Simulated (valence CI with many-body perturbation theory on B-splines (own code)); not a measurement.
Which ion has this spectrum?

A relativistic CI+MBPT calculation for an atom or ion with 16 electrons gives these levels (cm⁻¹):

```tsv
J	Parity	E	g
2	even	0	1.48
1	even	10020	1.50
0	even	11816	
2	even	33989	1.02
0	even	73869	
2	odd	260921	1.50
1	odd	268739	1.50
0	odd	273474	
1	odd	333445	1.00
0	odd	357308	
1	odd	357452	1.50
2	odd	357645	1.49
3	odd	357922	1.49
4	odd	358611	1.50
```

The energies are calculated, with errors of perhaps 200 cm⁻¹, more in some levels.

Which is it?
A. Cr8+
B. Mn9+
C. Ti6+
D. Fe10+

B. Mn9+, ground level 3s²3p⁴ ³P_2.
